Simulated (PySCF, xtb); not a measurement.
Sb(Me)3 (C3H9Sb), SMILES [CH3][Sb]([CH3])[CH3].

GFN2-xTB run with xtb 6.7.1 at its own geometry gives an orbital gap of 5.11 eV and a dipole moment of 0.44 D.

Geometry optimised at PBE0-D3(BJ)/def2-SVP. The isomer is the one that the SMILES or the coordinates give; other isomers of the formula were not compared. The def2 effective core potentials stand for the cores of Sb; spin–orbit coupling is left out.

Q: What does CAM-B3LYP/def2-TZVP (PySCF) give? (Estimate from the structure and the level; the computed values follow.)

A: gap 8.77 eV (levels -7.71 and 1.06 eV), dipole 0.46 D.
